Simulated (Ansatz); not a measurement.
Ansatz (an electronic-structure program) job for C3H6N2Si, SMILES C(#N)C/C=N/[SiH3], PBE0/def2-SVPD. Geometry optimised at ωB97X-D3(BJ)/def2-SVP. The structure was generated by enumeration; whether it is a known compound was not checked. The values are those of a single conformer.

Ansatz 0.2 input:
```yaml
crystal:
  periodic: [false, false, false]
  atoms:
    - {symbol: N, position_ang: [-3.35796023, 0.82181438, -0.72093079]}
    - {symbol: C, position_ang: [-2.52225392, 0.38196497, -0.05467961]}
    - {symbol: C, position_ang: [-1.43858100, -0.17829649, 0.76212538]}
    - {symbol: C, position_ang: [-0.12781534, -0.28582129, -0.00153482]}
    - {symbol: N, position_ang: [0.97637630, -0.05245862, 0.56118759]}
    - {symbol: Si, position_ang: [2.53729753, -0.20107649, -0.24568071]}
    - {symbol: H, position_ang: [-1.27856014, 0.43278385, 1.66226319]}
    - {symbol: H, position_ang: [-1.74090019, -1.18798007, 1.09085167]}
    - {symbol: H, position_ang: [-0.23013931, -0.60337825, -1.06282293]}
    - {symbol: H, position_ang: [3.21618060, 1.12042736, -0.18721101]}
    - {symbol: H, position_ang: [2.37314320, -0.62670106, -1.67205404]}
    - {symbol: H, position_ang: [3.34109963, -1.21265463, 0.49123968]}
basis:
  gaussian:
    orbitals: def2-SVPD
hamiltonian:
  xc: {name: PBE0}
```

Output:

```
WARN ansatz: RAYON_NUM_THREADS=2 ignored (pool sized by the plan → 2); use --threads N
Functional definition: PBE0
integrals: 0.11 GiB planned
1486 factors; their error is unknown
mean field: 0.90 GiB planned
mean field evaluation 1: about -14041.8333 eV, gradient 5.3e1 eV
mean field evaluation 2: about -14032.5685 eV, gradient 8.3e1 eV
mean field evaluation 4: about -14047.8620 eV, gradient 4.5e0 eV
mean field evaluation 8: about -14047.9088 eV, gradient 1.4e-1 eV
mean field evaluation 16: about -14047.9532 eV, gradient 9.5e-5 eV
mean field -14047.95315982 eV, -516.2527565789 hartree, gradient 2.3e-5 eV, S^2 0.000000; 0 other end points of the search recorded, 0 dependent functions left out
reference -14047.95320261 eV, -516.2527581512 hartree; 26, 26 occupied and 146, 146 virtual orbitals, 1486 factors
Total energy: -14047.95320261 eV, -516.2527581512 hartree
```

Self-consistency was reached.
